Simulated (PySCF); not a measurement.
Electronic structure of H (hydrogen, neutral) at the UHF level

Configuration: 3d1, 2D determinant (an excited configuration). Computed with PySCF 2.14 in aug-cc-pVTZ-DK (4s3p2d, 23 functions), with scalar relativity by spin-free X2C-1e.

```json
{
  "Total energy": "0.435601 hartree",
  "One-electron energy": "0.4356 hartree",
  "Hartree (Coulomb) energy": "0.1891 hartree",
  "Exchange energy": "-0.1891 hartree",
  "⟨S²⟩": "0.7500",
  "⟨L²⟩": "6.000",
  "Sum of ⟨r⟩": "2.609 bohr",
  "Sum of ⟨r²⟩": "7.265 bohr²",
  "Traceless quadrupole moment −½Σ⟨3z² − r²⟩ along its main axis": "2.08 e·bohr²",
  "Langevin diamagnetic susceptibility": "-5.75 ×10⁻⁶ cm³/mol"
}
```

| shell | electrons | mean orbital energy (eV) | rms radius, mean of both spins (bohr) |
| --- | --- | --- | --- |
| 3d α | 1 | 11.853 | 2.70 |

The outer electron is Rydberg-like, and this basis confines it to a smaller radius and binds it less than a complete one would. At UHF the highest occupied level has a positive energy, so only the finite basis holds that electron; for this excited configuration the basis is too tight for the outer shell.

Spin-orbit constants ζ (cm⁻¹) from the X2C one-electron operator on these orbitals: bare nucleus, nucleus screened by l(l+1)(2l+1)/3 electrons, and screened by the Breit-Pauli mean field of the electrons.

```csv
shell,bare,screened nucleus,mean field
3d,0.5342,0.5342,0.4434
```

To first order the Landé constant is A = 0.4434 cm⁻¹, so the lowest level has J = 3/2 and lies 8.25e-05 eV below the centre of the term.
